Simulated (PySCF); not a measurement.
A species of formula C3H14OSi3 has this rotational fingerprint, computed with PBE0/pcSseg-1 in PySCF (dipole) on a GFN2-xTB geometry, gas phase:

* Rotational constants: A = 1878, B = 930.7, C = 744.5 MHz
* Dipole components: |μa| = 1.47 D, |μb| = 0.60 D, |μc| = 0.22 D
* Inertial defect: -133.38 u·Å²
* κ: -0.67

Question: Which candidate fits, each taken in the one conformer that was computed?
A. `[CH3:1][Si:2]([CH3:3])([CH3:4])[O:5][SiH2:6][SiH3:7]` with Si2–O5–Si6–Si7 62°
B. `[CH3:1][O:2][Si@H:3]([CH3:4])[CH:5]([SiH3:6])[SiH3:7]` with C1–O2–Si3–C4 -51°, O2–Si3–C5–Si6 178°
C. `[CH3:1][CH2:2][O:3][C:4]([SiH3:5])([SiH3:6])[SiH3:7]` with C1–C2–O3–C4 180°

Answer: B. It is CO[Si@H](C)C([SiH3])[SiH3], an asymmetric top, point group C1. The candidates at the same level (rigid rotor, commonest isotopes):

```csv
SMILES,A (MHz),B (MHz),C (MHz),μa (D),μb (D),μc (D),Δ (u·Å²),point group,rotor
C[Si](C)(C)O[SiH2][SiH3],2174,737.3,683.7,0.56,0.18,0.28,-178.69,C1,near-prolate asymmetric top
CCOC([SiH3])([SiH3])[SiH3],1447,974.2,969.6,0.68,0.74,0.00,-346.84,Cs,near-prolate asymmetric top
CO[Si@H](C)C([SiH3])[SiH3],1878,930.7,744.5,1.47,0.60,0.22,-133.38,C1,asymmetric top
```

`CCOC([SiH3])([SiH3])[SiH3]` has C 30 % too high; `C[Si](C)(C)O[SiH2][SiH3]` has B 21 % too low. No structure here is proved a minimum.
